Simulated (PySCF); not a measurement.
```xyz
3
charge 0 multiplicity 3, angstrom
O     0.0000    0.0000    0.0000
Zn    0.0000    0.0000    1.7624
Zn    0.0000    0.0000   -1.7624
```

These are results of PySCF, UPBE0, basis O def2-SVP, Zn def2-SVP (no relativity, density fitting), not measurements.

This geometry of Zn2O is a stationary point at this level.

Q: What is the point group?

A: D∞h.

Q: Is it a minimum?

A: No: it has 2 imaginary modes (one degenerate set), at 133i cm⁻¹ (πu).

Q: List the harmonic modes with their infrared intensities.

A: 
| symmetry | ω (cm⁻¹) | IR (km/mol, summed over degenerate members) |
| --- | --- | --- |
| πu | 133i | – |
| σg+ | 324 | 0.0 |
| σu+ | 926 | 366 |

Q: What are the dipole moment and the gap between the highest occupied and lowest empty levels of either spin?

A: 0.00 D and 2.09 eV.

In D∞h the vibrations span πu + σg+ + σu+. The σg+ mode carries no infrared intensity, as symmetry demands. With a centre of inversion only u modes can be infrared active and only g modes Raman active.

Other isomers or separated fragments may lie lower. At this level a triplet minimum of C2v symmetry lies 17 kJ/mol below this structure.
